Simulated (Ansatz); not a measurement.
Cartesian coordinates (Å):
```xyz
8

C      0.9654     0.0586    -0.1272
Si    -0.9261     0.0436     0.1130
O     -1.6391     1.4309     0.0768
H      1.3762    -0.9561    -0.0902
H      1.2272     0.5001    -1.0927
H      1.4480     0.6531     0.6533
H     -1.0784    -0.7589     1.4003
H     -1.3732    -0.9713    -0.9333
```
Charge -1, spin multiplicity 1.

The numbers are results of frozen-core CCSD(T)/def2-TZVPD // CAM-B3LYP-D3(BJ)/def2-TZVPD in Ansatz (a first-principles code), not measurements.

```json
{
  "HF energy": "-404.67810 Ha",
  "MP2 correlation energy": "-0.55761 Ha"
}
```

Task: Estimate the CCSD correlation energy, the (T) correction, the total energy and the T1 diagnostic.

Result: 
CCSD correlation energy: -0.58576 Ha
(T) correction: -0.02311 Ha
CCSD(T) total energy: -405.28697 Ha
T1 diagnostic: 0.015
